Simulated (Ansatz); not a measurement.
`C[NH][GeH]([Cl])[Cl]` + H₂O → `[OH][GeH]([Cl])[Cl]` + CH₃NH₂  (formal hydrolysis of a Ge–N bond)

Calculated with Ansatz (gas phase, PBE0-D4/def2-TZVP geometries, no zero-point term in ΔE). CCSD(T)/CBS adds triple-zeta CCSD(T) − MP2 to the extrapolated MP2 energy (def2 sets, frozen cores). This one scheme is used for every species. DFT in def2-TZVPP. For Ge outer-core shells are correlated without core-valence functions, which leaves a few kJ/mol of doubt a bond. Scalar relativity is left out up to krypton. One conformer a species, not always the lowest.

`C[NH][GeH]([Cl])[Cl]`:

Z-matrix (Å, degrees):
```
C
N 1 1.454
H 1 1.093 2 109.7
H 1 1.097 2 114.0 3 -120.9
H 1 1.093 2 109.7 3 117.2
Ge 2 1.807 1 119.1 3 48.7
H 2 1.011 1 113.0 3 -175.3
Cl 6 2.136 2 106.4 1 173.0
Cl 6 2.160 2 112.7 1 55.5
H 6 1.527 2 112.3 1 -65.1
```

H₂O:

Cartesian coordinates in Å:
```
O 0.130 -0.287 -0.228
H -0.209 -0.361 0.666
H 0.079 0.648 -0.437
```

`[OH][GeH]([Cl])[Cl]`:

```xyz
6

O    -0.253   -1.423    0.043
Ge    0.277    0.239    0.199
Cl   -1.355    1.458    0.848
Cl    0.883    0.984   -1.710
H    -0.978   -1.538   -0.578
H     1.425    0.280    1.197
```

CH₃NH₂:

```xyz
7

C     0.484    0.188    0.231
N    -0.875   -0.013   -0.242
H     1.191   -0.618   -0.012
H     0.476    0.308    1.317
H     0.880    1.116   -0.189
H    -1.265   -0.863    0.144
H    -0.891   -0.116   -1.249
```

```tsv
species	BHLYP-D4 energy (Eh)
`C[NH][GeH]([Cl])[Cl]`	-3093.36962
H₂O	-76.42330
`[OH][GeH]([Cl])[Cl]`	-3073.96221
CH₃NH₂	-95.83782
```

Problem. Work out ΔE.

Solution. ΔE = (-3073.96221) + (-95.83782) − (-3093.36962) − (-76.42330) = -0.00711 Eh = -18.7 kJ/mol. CCSD(T)/CBS gives -11.7 kJ/mol.

Problem. What do rigid-rotor, harmonic-oscillator terms from PBE0-D4/def2-TZVP frequencies (298.15 K, 1 bar) make of the CCSD(T)/CBS value? (Estimate.)

Solution. Computed: ΔZPE = +5.2 kJ/mol, ΔH = -9.5 kJ/mol, ΔS = 11 J/(mol·K), ΔG = -12.9 kJ/mol.

Largest T1 diagnostic among the species: 0.010.

In def2-TZVPP, CCSD(T) changes the Hartree–Fock value by +13.9 kJ/mol (the triples alone add +1.5 kJ/mol) and MP2 by +16.7 kJ/mol. Leaving LDA and LC-ωPBE aside and taking each functional with its dispersion term where it has one, the values, not all of them listed here, spread over 10.0 kJ/mol, from B97M-V to revPBE-D4. LDA lies +7.1 kJ/mol from PBE without D4. At CCSD(T), def2-SVP lies −9.1 kJ/mol from the extrapolated value and def2-TZVPP −3.9 kJ/mol.
